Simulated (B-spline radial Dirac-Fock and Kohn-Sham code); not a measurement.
# The Si-like isoelectronic sequence (14 electrons), Z = 34 to 43

Calculated with a B-spline atomic structure program, using ΔSCF Dirac-Fock with Breit, self-energy and vacuum polarisation, finite nucleus, configuration average. Binding energies in eV, tabulated ground configurations ([Ne] 3s2 3p2 throughout). No correlation.

```csv
ion,1s,2s,2p1/2,outermost level,NIST ionisation energy
Se²⁰⁺,13530.0,2497.8,2319.3,837.5 (3p),845.8 ± 2
Br²¹⁺,14415.6,2690.8,2505.5,911.6 (3p),920.8 ± 2.2
Kr²²⁺,15330.8,2891.3,2699.3,988.9 (3p),999 ± 2.4
Rb²³⁺,16275.8,3099.3,2900.5,1069.3 (3p),1080 ± 3
Sr²⁴⁺,?,?,?,?,?
Zr²⁶⁺,19291.4,3769.2,3549.7,1329.4 (3p),1344 ± 3
Nb²⁷⁺,20357.3,4008.0,3781.5,1422.4 (3p),1439 ± 3
Mo²⁸⁺,21454.1,4254.7,4021.0,1518.6 (3p),1537 ± 3
Tc²⁹⁺,22581.8,4509.2,4268.4,1618.0 (3p),1638 ± 4
```

Problem. Fill in the row of Sr²⁴⁺.

Solution. 1s 17250.7, 2s 3314.9, 2p1/2 3109.3, outermost 1152.9 (3p), NIST 1165 ± 3 eV.

NIST's values are for the lowest levels; a dash marks a value that is missing or belongs to another shell. Their kind here: semi-empirical. Where a p, d or f shell is open in either ion the computed value averages over both j values and all terms, while the table refers to the lowest levels; that difference holds spin-orbit splitting (largest in heavy or highly charged ions), term energies where several electrons share open shells, and correlation, and it can reach 10 % or more.
